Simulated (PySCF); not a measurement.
# La⁺: excitation energy

La⁺ [Xe] 5d2 (3F) → La⁺ [Xe] 5d1 6s1 (3D), as a difference of total energies. Calculation: PySCF 2.14, in cc-pVDZ-X2C (8s7p5d3f1g, 84 functions); scalar relativity by spin-free X2C-1e. Correlated levels: valence: [Kr] 4d10 frozen; valence and next inner shell: [Ar] 3d10 frozen. The calculations carry no spin-orbit coupling.

```
                                method  excitation energy (eV)  error (eV)
                                   UHF                   0.167      -0.028
                                   LDA                   0.053      -0.142
                                   PBE                   0.239      +0.044
                                  PBE0                   0.319      +0.124
                                r2SCAN                   0.387      +0.192
                               LC-wPBE                   0.458      +0.263
                                  TPSS                   0.455      +0.260
                         MP2 (valence)                   0.027      -0.168
                     SCS-MP2 (valence)                   0.091      -0.104
    MP2 (valence and next inner shell)                  -0.091      -0.286
SCS-MP2 (valence and next inner shell)                  -0.003      -0.198
```

Reference: 0.195 eV (measured; NIST levels, between the centres of gravity of the two terms).

Errors of the correlated levels include the incompleteness of this basis and the frozen core.

The basis was made for the ground configuration and has no added diffuse functions, so the excitation energy can come out too high.
